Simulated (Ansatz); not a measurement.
Born–Oppenheimer molecular dynamics of Cl3HOSi (6 atoms, charge 0, multiplicity 1). It starts from a relaxed structure.

Method: RKS PBE0-D4/STO-3G (Ansatz).

```
ensemble             : NVT, Langevin thermostat
time step            : 0.5 fs
steps asked          : 500
set temperature      : 1500 K
friction             : 0.001 /fs
temperature schedule : 125 steps to 1500 K, then 375 steps to 4500 K
seed                 : 693118
```

First frame:

```xyz
6
Properties=species:S:1:pos:R:3
Si -0.018 -0.036 0.005
O 0.067 -0.092 1.674
H -0.888 -0.119 2.016
Cl 1.959 0.011 -0.640
Cl -1.034 1.663 -0.685
Cl -0.993 -1.708 -0.800
```

(1) How far do the bonds stretch over the last three quarters of this one trajectory? (Pairs bonded in most of those frames.)

Answers

(1) 
| bond | mean (Å) | spread (Å) | shortest | longest |
| --- | --- | --- | --- | --- |
| Si1–O2 | 1.680 | 0.026 | 1.63 | 1.73 |
| Si1–Cl4 | 2.095 | 0.076 | 1.98 | 2.23 |
| Si1–Cl5 | 2.119 | 0.092 | 1.93 | 2.31 |
| Si1–Cl6 | 2.091 | 0.046 | 1.99 | 2.20 |
| O2–H3 | 1.019 | 0.026 | 0.96 | 1.08 |

Mean temperature of the second half: 764 K. The schedule's set-point averaged 3500 K over the second half and the system 764 K, so it lags behind the ramp. A run of 0.25 ps of so small a system gives no equilibrium averages. Limits of this set-up: minimal basis.

Run time: 26 min on 1 thread of Arm Neoverse N1 (shared host), peak memory 0.11 GiB.
